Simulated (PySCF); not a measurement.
Radial density of Cr²⁺ (chromium, charge +2)

wB97M-V, [Ar] 3d3 4s1, 4s spin antiparallel (an excited configuration). Calculation: PySCF 2.14, in aug-cc-pVDZ; the non-relativistic Hamiltonian (point nucleus).

| r (bohr) | 4πr²ρ (e/bohr) | 4πr²(ρα − ρβ) |
| --- | --- | --- |
| 0.000867 | 0.08449 | 0.0000 |
| 0.00146 | 0.2323 | -0.0001 |
| 0.00245 | 0.6268 | -0.0003 |
| 0.00413 | 1.636 | -0.0009 |
| 0.00694 | 4.045 | -0.0022 |
| 0.0117 | 9.126 | -0.0050 |
| 0.0196 | 17.67 | -0.0093 |
| 0.0330 | 26.62 | -0.0119 |
| 0.0556 | 27.56 | -0.0053 |
| 0.0935 | 21.91 | 0.0074 |
| 0.157 | 28.08 | 0.0375 |
| 0.264 | 27.59 | 0.3919 |
| 0.445 | 10.78 | 1.5094 |
| 0.748 | 12.97 | 2.5734 |
| 1.26 | 6.376 | 1.7036 |
| 2.12 | 1.032 | -0.0723 |
| 3.56 | 0.2619 | -0.2326 |
| 5.99 | 0.003456 | -0.0034 |
| 10.1 | 4.175e-05 | 0.0000 |
| 16.9 | 1.842e-05 | 0.0000 |

With the s spin flipped the determinant is a mixture of two multiplicities, not a spectroscopic state.
